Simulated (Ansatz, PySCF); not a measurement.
This PySCF input computes a BLYP/def2-TZVPD energy:

```python
from pyscf import gto, scf, dft

mol = gto.M(
    atom='''
    C    -0.00000000   -0.00000000   -0.76527862
    F     0.00000000    0.00000000    0.51018575
    ''',
    basis='def2-tzvpd',
    charge=0,
    spin=1,
    symmetry='C2v',
    verbose=4,
)

mf = dft.UKS(mol, xc='blyp').density_fit(auxbasis='def2-universal-jkfit')
mf.grids.level = 3
mf.conv_tol = 1e-9
mf.max_cycle = 100
mf.max_memory = 1500
mf.kernel()
if not mf.converged:
    mf = mf.newton()
    mf.kernel(mf.make_rdm1())
mf.analyze()
```

### Question
Write an input for the same energy in Ansatz (a program for electronic structure) and say what it gives.

### Answer

Ansatz 0.2 input:
```yaml
crystal:
  periodic: [false, false, false]
  atoms:
    - {symbol: C, position_ang: [-0.00000000, -0.00000000, -0.76527862]}
    - {symbol: F, position_ang: [0.00000000, 0.00000000, 0.51018575]}
basis:
  gaussian:
    orbitals: def2-TZVPD
hamiltonian:
  xc: {name: BLYP}
magnetization: {spin_polarized: true, initial_magnetization: 1}
output: {forces: true}
```
It gives -137.83016 Eh, and PySCF -137.83020 Eh, a difference of 0.04 mEh, from the treatment of integrals and grids.
